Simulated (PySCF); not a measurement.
**Two probes of the same atoms: core binding energy and nuclear shielding**

Compound: C5H6OS.
Structure used (PBE0-D3(BJ)/def2-SVP), in Å, numbered top down from 1:
```
atom  x, y, z in Å
C1    -2.518   -0.051   -0.067
S2    -1.418    1.377   -0.001
C3     0.124    0.606   -0.284
C4     1.385    1.133   -0.364
C5     2.252    0.022   -0.611
C6     1.458   -1.082   -0.661
O7     0.161   -0.730   -0.462
H8    -3.527    0.346    0.107
H9    -2.271   -0.780    0.717
H10   -2.480   -0.538   -1.051
H11    1.656    2.180   -0.259
H12    3.332    0.047   -0.735
H13    1.644   -2.140   -0.822
```

Binding energies: PySCF 2.14.0, delta-SCF UKS SCAN, pcX-2 on the ionised atom, pcseg-1 elsewhere, spin-free X2C. Shieldings: GIAO KT3/pcSseg-2, non-relativistic, same geometry.

```json
{"atom": "C1", "C 1s (eV)": "291.47"}
{"atom": "C3", "C 1s (eV)": "292.00"}
{"atom": "C4", "C 1s (eV)": "290.00"}
{"atom": "C5", "C 1s (eV)": "290.35"}
{"atom": "C6", "C 1s (eV)": "291.21"}
```

Question: What are the absolute isotropic shieldings of these atoms?

Answer: 
```csv
atom,environment,C 1s (eV),isotropic shielding (ppm)
C4,aromatic CH carbon,290.00,80.5
C5,aromatic CH carbon,290.35,70.5
C6,aromatic CH next to a ring oxygen,291.21,43.3
C1,S-methyl carbon,291.47,163.5
C3,substituted aromatic carbon,292.00,36.0
```

Question: Among the listed atoms, is the one with the highest binding energy also the least shielded?

Answer: Yes: C3 has both (292.00 eV, 36.0 ppm).

By binding energy: C4 < C5 < C6 < C1 < C3. By shielding: C3 < C6 < C5 < C4 < C1.

The structure is a single PBE0-D3(BJ)/def2-SVP conformer in the gas phase; no vibrational or solvent corrections.
